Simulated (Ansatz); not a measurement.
Consider the atomization: `O=C[O][GeH3]` → C• + Ge• + 4 H• + 2 O•.

Computed with Ansatz on PBE0-D4/def2-TZVP structures; ΔE is electronic, products minus reactants. CBS: MP2 limit from def2 TZ/QZ plus the TZ coupled-cluster correction, frozen cores. This one scheme is used for every species, atoms too. Functionals use def2-TZVPP. B3LYP here is the variant with VWN-RPA as its local correlation; programs differ in this. HSE06 is defined as in plane-wave codes. Open shells (•) are unrestricted, without spin–orbit coupling. Spin–orbit coupling would lower the free atoms: a little for C, O; clearly for Ge. Bonds to Ge are less sure, by a few kJ/mol each and by 10 to 20 or more in all where they break to atoms, as the def2 sets lack core-valence functions. Scalar relativity is left out up to krypton. One conformer a species, not always the lowest.

```tsv
level	ΔE (kcal/mol)	difference from CCSD(T)/CBS
PBE-D4	708.8	15.5
BLYP-D4	693.7	0.4
r2SCANh-D4	687.4	-5.9
HSE06-D4	687.7	-5.6
ωB97X-V	695.4	2.1
ωB97M-V	691.2	-2.1
B2PLYP	684.6	-8.7
BLYP	686.4	-6.9
PBE0	684.5	-8.8
B3LYP	683.2	-10.1
r2SCANh	686.6	-6.7
MP2/def2-SVP	666.9	-26.4
CCSD/def2-SVP	644.1	-49.2
CCSD(T)/def2-TZVPP	676.5	-16.8
MP2/CBS(def2)	709.0	15.7
CCSD/CBS(def2)	679.6	-13.7
CCSD(T)/CBS	693.3	0
```

Largest T1 diagnostic among the species: 0.015.

At CCSD(T), def2-SVP lies −39.7 kcal/mol from the extrapolated value and def2-TZVPP −16.8 kcal/mol: correlation converges slowly with the basis, and small sets miss more of it in the bonded molecule than in its fragments. The D4 term adds +5.3 kcal/mol with B3LYP and +2.7 kcal/mol with PBE0; it sums over pairs of atoms, weighted by their polarisabilities, and B3LYP, whose exchange is more repulsive, gets the larger term. From BLYP to BHLYP (50 % exact exchange), in def2-TZVPP and without D4, ΔE moves by −31.5 kcal/mol: exact exchange takes away binding that semilocal exchange gives to molecules.

For atomizations the MP2-based limit and the directly extrapolated one differ by several kJ/mol either way, and by 10 to 25 for some Ge, Se and Sn compounds, so smaller differences from it don't rank the levels.
